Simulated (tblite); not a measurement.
B2H11N2Si2 (charge -1).
Atom-mapped SMILES: `[BH2:1][NH:2][BH2-:3][N:4]([SiH3:5])[SiH3:6]` (hydrogens: H7, H8 on B1; H9 on N2; H10, H11 on B3; H12, H13, H14 on Si5; H15, H16, H17 on Si6)

Computed with GFN2-xTB (tblite), gas phase: L-BFGS steps from a force-field or distance-geometry start until the largest atomic force falls under 0.01 eV/Å.

Step 26: E = -481.8465 eV
```
atom  x, y, z in Å  |  force x, y, z in eV/Å
B1      3.0352    0.0933    0.0569   -0.075   0.115   0.105
N2      1.7748   -0.0786    0.5761   -0.317   0.084  -0.346
B3      0.5572   -0.7232   -0.1539    0.079  -0.071   0.012
N4     -0.8712    0.0384    0.0686    0.509  -0.189  -0.027
Si5    -2.1310   -1.0750    0.3414    0.150  -0.143   0.097
Si6    -1.1230    1.6266   -0.4950    0.663  -0.008   0.257
H7      3.9913    0.4082    0.7330   -0.379  -0.003  -0.056
H8      3.2300   -0.0628   -1.1089   -0.028  -0.071   0.243
H9      1.5814    0.1357    1.5520    0.114  -0.168  -0.260
H10     0.7823   -0.7706   -1.3493   -0.119  -0.001   0.269
H11     0.3946   -1.8647    0.3125    0.192   0.386  -0.216
H12    -1.7126   -2.0587    1.3632   -0.259   0.111  -0.022
H13    -2.5850   -1.8569   -0.8383   -0.047   0.026   0.033
H14    -3.3165   -0.3478    0.8365   -0.083  -0.013   0.022
H15    -1.3043    1.8840   -1.9344   -0.076  -0.095  -0.216
H16    -2.3271    2.1745    0.1385   -0.222   0.094   0.097
H17     0.0170    2.4896   -0.1090   -0.100  -0.052   0.010
```

Step 27: E = -481.8859 eV
```
atom  x, y, z in Å  |  force x, y, z in eV/Å
B1      3.0360    0.0854    0.0554   -0.276   0.184   0.003
N2      1.7645   -0.0620    0.5545   -0.114  -0.042  -0.229
B3      0.5557   -0.7206   -0.1502    0.067   0.001  -0.084
N4     -0.8575    0.0434    0.0930    0.349  -0.248  -0.062
Si5    -2.1223   -1.0730    0.3415    0.049  -0.097   0.122
Si6    -1.1059    1.6251   -0.4890    0.464   0.019   0.269
H7      3.9712    0.4014    0.7321   -0.154   0.040   0.124
H8      3.2445   -0.0555   -1.1046   -0.038  -0.121   0.107
H9      1.5770    0.1253    1.5331    0.093  -0.069  -0.097
H10     0.7774   -0.7643   -1.3408   -0.147  -0.032   0.118
H11     0.4011   -1.8564    0.3128    0.180   0.271  -0.151
H12    -1.7278   -2.0632    1.3692   -0.225   0.124  -0.059
H13    -2.5839   -1.8463   -0.8448    0.002   0.044   0.065
H14    -3.3203   -0.3536    0.8331   -0.008  -0.024   0.000
H15    -1.3136    1.8608   -1.9286   -0.015  -0.084  -0.221
H16    -2.3272    2.1678    0.1279   -0.145   0.082   0.101
H17     0.0241    2.4977   -0.1046   -0.084  -0.048  -0.006
```

Question: Estimate the geometry and energy of step 28. (The exact step hangs on the optimiser's Hessian estimate; all steps are aligned on step 27, rigid shifts and turns removed.)

Answer: E = -481.9140 eV, largest force 0.311 eV/Å
```
atom  x, y, z in Å  |  force x, y, z in eV/Å
B1      3.0324    0.0849    0.0538   -0.181   0.246  -0.057
N2      1.7546   -0.0615    0.5304    0.104  -0.030   0.082
B3      0.5537   -0.7245   -0.1507    0.024   0.050  -0.172
N4     -0.8374    0.0427    0.1202    0.060  -0.202  -0.091
Si5    -2.1146   -1.0702    0.3460   -0.039   0.020   0.085
Si6    -1.0817    1.6215   -0.4763    0.056  -0.007   0.151
H7      3.9545    0.4285    0.7363   -0.171   0.006   0.142
H8      3.2648   -0.0638   -1.0979   -0.047  -0.131   0.030
H9      1.5725    0.1129    1.5116    0.063  -0.007  -0.048
H10     0.7639   -0.7559   -1.3346   -0.140  -0.068  -0.106
H11     0.4022   -1.8531    0.2999    0.170   0.080  -0.055
H12    -1.7478   -2.0636    1.3767   -0.170   0.089  -0.043
H13    -2.5809   -1.8324   -0.8494    0.046   0.056   0.099
H14    -3.3276   -0.3570    0.8288    0.088  -0.035  -0.024
H15    -1.3189    1.8372   -1.9253    0.070  -0.095  -0.072
H16    -2.3294    2.1652    0.1197    0.049   0.013   0.064
H17     0.0326    2.5013   -0.0992    0.017   0.015   0.015
```

The energy changes by -0.0281 eV. The first-order estimate −F·Δx gives -0.0455 eV and the mean of the old and new forces, exact on a quadratic surface, -0.0281 eV. The step makes an angle of 59° with the force vector and moves no atom by more than 0.034 Å.

The cost below is that of the whole relaxation. Hardware: an Arm Neoverse N1 with one thread, no GPU (shared host). Cost: 2.1 s of wall time.
